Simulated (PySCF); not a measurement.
## O²⁺ (oxygen, charge +2): UHF calculation

Configuration: [He] 2s1 2p3, high-spin 5S determinant (an excited configuration). Calculation: PySCF 2.14, in x2c-QZVPPall; the spin-free X2C one-electron Hamiltonian (Gaussian nucleus).

```
Total energy                        : -72.955539 hartree
One-electron energy                 : -92.4533 hartree
Hartree (Coulomb) energy            : 27.1615 hartree
Exchange energy                     : -7.6637 hartree
⟨S²⟩                                : 6.0000
⟨L²⟩                                : 0.000
Sum of ⟨r⟩                          : 4.357 bohr
Sum of ⟨r²⟩                         : 4.890 bohr²
Langevin diamagnetic susceptibility : -3.87 ×10⁻⁶ cm³/mol
```

```json
{"shell": "1s α", "electrons": "1", "mean orbital energy (eV)": "-606.76", "rms radius, mean of both spins (bohr)": "0.230"}
{"shell": "1s β", "electrons": "1", "mean orbital energy (eV)": "-600.09", "rms radius, mean of both spins (bohr)": "0.230"}
{"shell": "2s α", "electrons": "1", "mean orbital energy (eV)": "-77.043", "rms radius, mean of both spins (bohr)": "1.09"}
{"shell": "2p α", "electrons": "3", "mean orbital energy (eV)": "-56.921", "rms radius, mean of both spins (bohr)": "1.09"}
```

Spin-orbit constants ζ (cm⁻¹) from the X2C one-electron operator on these orbitals: bare nucleus, nucleus screened by l(l+1)(2l+1)/3 electrons, and screened by the Breit-Pauli mean field of the electrons.

```
shell   bare  screened nucleus  mean field
   2p  332.7             249.5       218.2
```
